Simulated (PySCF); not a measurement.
# Spin states and ions at one geometry of [WH3(H2O)2]−

PySCF 2.14.0, UKS PBE, W def2-SVP with ECP60, H def2-SVP, O def2-SVP; non-relativistic Hamiltonian with scalar-relativistic core potentials where named; density fitting; no spin-orbit coupling; singlets restricted, open shells unrestricted. The geometry is relaxed for charge -1, triplet, vacuum:

```xyz
10

W     0.0661    0.0661    0.0424
H    -0.3601   -0.3601    1.6661
H     1.7770   -0.2505   -0.3241
H    -0.2505    1.7770   -0.3241
O    -2.4670    0.3941   -0.1556
H    -2.0640    1.2646   -0.3879
H    -1.9318   -0.2259   -0.7952
O     0.3941   -2.4670   -0.1556
H     1.2646   -2.0640   -0.3879
H    -0.2259   -1.9318   -0.7952
```

Energies count from the relaxed state; an electron taken off or put on is at rest in vacuum. Charges and spins are Mulliken's.

| state | energy (eV) | spin squared | charge on W1 (e) | spin on W1 (e) | dipole about the centre of mass (D) |
| --- | --- | --- | --- | --- | --- |
| charge -1, triplet, vacuum | 0.00 | 2.09 | -0.34 | 2.28 | 1.39 |
| charge -1, septet, vacuum | 5.09 | 12.01 | -0.75 | 4.84 | 0.23 |
| charge 0, doublet, vacuum | 1.73 | 1.74 | 0.27 | 1.28 | 2.51 |
| charge 0, quartet, vacuum | 1.13 | 3.77 | 0.27 | 3.12 | 2.67 |

What does the state charge -1, quintet, vacuum give?

energy (eV) 0.65, spin squared 6.02, charge on W1 (e) -0.46, spin on W1 (e) 3.97, dipole about the centre of mass (D) 1.45.

With an electron taken off (quartet, the lower of the two states computed) the charges change, summed by element, by W +0.61 e, H +0.27 e, O +0.12 e. The vertical ionisation energy is 1.13 eV, against −ε(HOMO) = -1.55 eV over both spins of the relaxed state. The level lies 2.7 eV too high, as is usual for semilocal functionals and global hybrids, which keep a self-interaction error.

Open shells may have lower solutions than those found. Hard to converge, so the more doubtful: charge -1, septet, vacuum. Strongly mixed with higher spins, so no pure states, and their order against close states isn't settled: charge 0, doublet, vacuum. The basis has no diffuse functions, which an anion needs.
